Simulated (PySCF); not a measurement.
C₃H₆FNSi, SMILES F[SiH2]N1C=CC1.

Geometry: PBE0-D3(BJ)/def2-SVP. This is a generated structure with no PubChem entry under its InChIKey; it may be hypothetical. Other conformers were not sampled.

The numbers are results of PBE0-D3(BJ)/def2-SVP (PySCF), not measurements.

Frequencies are harmonic and unscaled.

Computed vibrational spectrum:
```
mode  ν (cm⁻¹)  IR (km/mol)  moving atoms (share of kinetic energy)
----  --------  -----------  --------------------------------------
1           78          1.7          F 31 %, N 27 %, C 27 %, H 13 %
2           84          1.0         C 33 %, F 27 %, H 26 %, Si 12 %
3          193          0.6                  H 35 %, C 33 %, N 26 %
4          281         15.6         F 37 %, N 24 %, Si 16 %, C 15 %
5          443         40.0                  H 54 %, C 26 %, N 19 %
6          538         14.4                 Si 48 %, C 34 %, H 14 %
7          662         73.5                  H 63 %, Si 24 %, C 9 %
8          681         34.0                          H 85 %, C 11 %
9          791          6.7                                  H 95 %
10         864         33.6                 F 54 %, Si 23 %, H 22 %
11         907         34.8                          H 62 %, C 35 %
12         913        168.6                          H 83 %, C 10 %
13         944         73.3                          H 52 %, C 43 %
14         954        110.5                 H 70 %, C 16 %, Si 10 %
15         977         65.7                  H 43 %, C 43 %, Si 9 %
16         994         17.8                          H 63 %, C 33 %
17        1078         94.4                  H 40 %, C 32 %, N 23 %
18        1104         58.1                  N 38 %, H 31 %, C 31 %
19        1111          2.0                                  H 89 %
20        1224          1.8                          H 77 %, C 19 %
21        1262        112.2                  C 44 %, H 32 %, N 22 %
22        1387        167.8                  N 41 %, C 33 %, H 24 %
23        1453         34.5                          H 81 %, C 13 %
24        1638         29.1                          C 88 %, H 12 %
25        2280         84.1                                  H 98 %
26        2289        131.4                                  H 95 %
27        3072         20.9                                  H 95 %
28        3141          9.9                          H 90 %, C 10 %
29        3230          6.3                           H 91 %, C 9 %
30        3309          1.0                          H 90 %, C 10 %
```
